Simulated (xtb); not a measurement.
B(H)2(OSiH3) (BH₅OSi), SMILES BO[SiH3]. All values are semi-empirical tight-binding results from xtb (GFN2-xTB unless named), good for trends rather than for accurate numbers. The structure is a stationary point at GFN2-xTB.

Optimised geometry:

```xyz
8

B     -0.3854     0.3184     1.8025
H     -1.4627     0.5239     2.2377
H      0.5575     0.2897     2.5133
O     -0.2494     0.1231     0.5145
Si     0.2616    -0.1858    -0.9814
H      0.9162     1.0378    -1.4396
H     -0.9346    -0.5053    -1.7630
H      1.1836    -1.3220    -0.9376
```

The geometry has at least one imaginary mode, so it is a saddle point at that level.

| Property | Value |
|---|---|
| orbital gap | 4.61 eV |
| dipole moment | 0.98 D |
| static polarisability (D4 model) | 50.3 bohr³ |
| solvation energy, GFN2-xTB/ALPB(water) | -0.1 kcal/mol |
| solvation energy, GFN2-xTB/ALPB(dmso) | -2.6 kcal/mol |

Computed atomic charges and the Wiberg bond orders between heavy atoms:
charges (e) B1 0.34, H2 -0.11, H3 -0.11, O4 -0.37, Si5 0.50, H6 -0.08, H7 -0.09, H8 -0.09. Bond orders B1–O4 1.30, O4–Si5 1.07.
